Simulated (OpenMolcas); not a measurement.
Re4+ among 2 point charges of -2.5 e arranged as a linear pair (D∞h), 2.07 Å from the ion.

```
Program             : OpenMolcas 26.06
Method              : CASSCF
Basis               : ANO-RCC-VDZP [7s6p4d2f1g]
Scalar Hamiltonian  : DKH2, point nucleus
Active space        : 3 electrons in 5 orbitals (5d)
State averaging     : 2S+1 = 4 even, 10 roots; 2S+1 = 2 even, 40 roots
Spin-orbit coupling : RASSI with atomic mean-field integrals over the reference wave functions
```

What is the spin-free ground state (labels by Λ)?

4Σ, 1-fold in its orbital part, 85 % from free-ion F terms; it has the highest spin that d3 allows.

Where is the first state of the same spin?

4Π at 90.9 cm-1 above the ground state. The two act as a nearly degenerate pair, with unquenched orbital momentum.

What are the lowest two levels with spin-orbit coupling?

A 2-fold level with g = 0.13, 0.13, 1.06, then a 2-fold level 3767 cm-1 above it. Their leading multiplicities are 4 (83 %) and 4 (93 %).

What is χT at 300 K?

0.08 cm3 K/mol.

Spin-orbit coupling mixes the spin-free states strongly: the lowest level takes only 46 % from its leading state, 4Π, which lies 91 cm-1 above the lowest spin-free state. Without dynamic correlation the repulsion within the d shell is too large (B by tens of per cent), so at a given field states of lower spin stand too high. This is an electrostatic model: the charges have no orbitals. No measured value stands beside these numbers.
